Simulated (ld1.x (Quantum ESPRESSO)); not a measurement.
## Configuration tests for manganese (Mn) (TM)

Mn, norm-conserving Troullier–Martins (Kleinman–Bylander form), made with ld1.x (Quantum ESPRESSO) 7.5 (PW91, scalar-relativistic). Core [Ne] 3s2, reference 3p6 3d5 4s2 4p0. Waves: 4s (bound): rc 2.35 bohr; 3p (bound): rc 1.40 bohr; 3d (bound): rc 1.50 bohr. Local part: all-electron potential smoothed inside 1.35 bohr (lloc = -2). Core correction: Bessel-smoothed model core, default radius (core density twice the valence density).

Energies are relative to the spin-unpolarised reference configuration 3p6 3d5 4s2 4p0; without spin polarisation the order of configurations can differ from experiment. Not all tests gave a result: 3 of 7 tests not solved or not reliable. Left out of the table: 3p6 3d5.5 4s1.5 4p0 (solver errors, printed error +10.4 eV); 3p6 3d4 4s2 4p1 (solver errors, printed error -1811 eV); 3p6 3d6 4s1 4p0 (solver errors, printed error +1.8 eV).

| valence configuration | charge | ΔE all-electron (eV) | error AE − PS (meV) |
| --- | --- | --- | --- |
| 3p6 3d5 4s0 4p0 | +2 | 24.116 | -36 |
| 3p6 3d4 4s0 4p0 | +3 | 56.736 | +54 |
| 3p6 3d5 4s0 4p2 | 0 | 7.972 | -99 |

What are ΔE and the potential's error for 3p6 3d5 4s1 4p0?

ΔE = 8.475 eV all-electron; the error (AE − PS) is +13 meV.

Levels in the configuration 3p6 3d5 4s0 4p2:

```
level  all-electron (eV)  pseudo (eV)
   3p            -57.700      -57.611
   3d             -9.762       -9.748
   4p             -2.758       -2.754
```

These tests converged, but a pseudo level misses the all-electron one widely, so the file describes the atom poorly there or has found another state: 3p6 3d4 4s0 4p0: empty 4s by 8.5 eV.
